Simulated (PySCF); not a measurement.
An unknown shows these calculated signals:

$^{1}$H NMR (400 MHz, computed): δ 8.93 (d, 1H), 7.89 (m, 1H), 7.74 (m, 1H), 7.38 (m, 1H), 5.60 (m, 2H), 4.96 (m, 2H).

$^{13}$C{$^{1}$H} NMR (computed): δ 167.2 (C), 155.4 (CH), 139.9 (CH), 137.3 (CH), 128.7 (CH), 78.2 (CH2).

How the numbers were obtained: geometry from GFN2-xTB, PBE0/pcSseg-1 with gauge-including orbitals, in PySCF 2.14.0 with density-fitted response routines (equivalent nuclei averaged, a single conformation, no relativistic terms, gas phase).

Shifts are taken against calculated references (same method and geometry level): $^{1}$H (σref 31.72) and $^{13}$C (σref 186.93) against TMS.

Problem. Which of these does the molecule contain: a vinyl group CH=CH2, a Si–H bond, a heteroaromatic ring, a CF3 group, an N-methyl group?

Solution. 
- A vinyl group CH=CH2: no.
- A Si–H bond: yes (δH 4.96 (m)).
- A heteroaromatic ring: yes.
- A CF3 group: no.
- An N-methyl group: no.

The data belong to `FC[SiH2]c1ccccn1`, C₆H₈FNSi; they needn't prove each group on their own.

Carbon signals by region: 1 in the far downfield region (above 160 ppm), 4 in the sp2 and nitrile region (100–160 ppm), 1 at 50–100 ppm. Above 160 ppm: 167.2, substituted aromatic carbon next to a ring nitrogen.

Splittings by $^{19}$F in the carbon and heteronuclear signals aren't shown, as no couplings were computed. Shifts are as computed. Against solution values, carbons near 30 ppm lie about +3 ppm off and those near 130 ppm about +5 ppm. Of 1309 compounds with measured shifts, 239 miss one by over three times the rms of a fit or turn the order of signals round; such compounds aren't used in these exercises. No couplings were computed; multiplicities are counted from neighbouring protons, with m where these are inequivalent, close in shift, in a saturated or five-membered ring or joined by F or P, and br s for small geminal =CH2 splittings.
